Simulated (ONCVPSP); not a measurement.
Before and after: ONCV potential for chromium

Cr (Z = 24), optimised norm-conserving Vanderbilt (ONCV), made with ONCVPSP 4.0.1 (PBE, scalar-relativistic). Core [Ar], reference 3d5 4s0.75 4p0.25. Waves: 4s: rc 2.85 bohr, ncon 4, nbas 7, qcut 1.8 1/bohr, 2 projectors, debl 3 Ha; 4p: rc 3.85 bohr, ncon 4, nbas 7, qcut 2.5 1/bohr, 2 projectors, debl 3.7 Ha; 3d: rc 2.25 bohr, ncon 3, nbas 8, qcut 5.5 1/bohr, 1 projector; f scattering state at 0.14 Ha: rc 2.95 bohr, ncon 4, nbas 7, qcut 4.1 1/bohr, 1 projector. Local part: polynomial inside 2.10 bohr (lpopt 5, dvloc0 2 Ha). Core correction: Teter function, fcfact 5.25, rcfact 1.15.

All-electron outer shells of the reference configuration (PBE, scalar-relativistic, ld1.x):

```tsv
shell	level (eV)	outermost node (bohr)	outermost maximum (bohr)
3s	-74.36	0.36	0.78
3p	-45.82	0.33	0.80
4s	-4.27	1.12	2.74
3d	-3.28	–	0.84
4p	-1.20	1.25	3.89
```

Change: all radii but the core radius scaled by about 1.32 (s 3.76, p 5.08, d 2.96, f 3.88 bohr); local potential polynomial inside 2.76 bohr (lpopt 5, dvloc0 2 Ha).

Cutoffs: the cutoffs (Ha) at which the residual kinetic energy of the hardest occupied pseudo-wave falls to 1 and 0.1 mHa per electron; they do not see the model core or the augmentation charge, which bear on the density cutoff. Errors are all-electron minus pseudo energies relative to the spin-unpolarised reference configuration.

Problem. What does the change do?

Solution. The potential gets softer (14 Ha and 37 Ha → 11 Ha and 13 Ha); of the 3 tests that both files solve, the error grows in 1 and shrinks in 1 by more than 15 % and 0.3 meV (median size 1.9 → 3.9 meV); neither file shows a bound ghost. A larger radius leaves more room for a smooth pseudo-wave, so fewer plane waves are needed.

| quantity | base | changed |
| --- | --- | --- |
| cutoff, loose | 14 Ha | 11 Ha |
| cutoff, tight | 37 Ha | 13 Ha |
| loose cutoff by channel | s 7.2 Ha, p 0.8 Ha, d 14 Ha | s 1.6 Ha, p 0.8 Ha, d 11 Ha |
| bound ghosts | none | none |
| GHOST(+) flags under 300 eV | p at 82.8 eV, s at 115.0 eV | p at 95.2 eV, s at 111.7 eV |
| tests with a reliable result | 3 of 4 | 3 of 4 |
| error for 3d5 4s1 4p0, meV [ΔE -0.76 eV] | +0.4 | -0.7 |
| error for 3d5 4s0 4p0, meV [ΔE 6.14 eV] | +24 | -3.9 |
| error for 3d5.5 4s0.5 4p0, meV [ΔE -0.04 eV] | -1.9 | +12 |
| rms error of d²Exc/dni dnj with the model core, mHa | 3.46 | 3.68 |
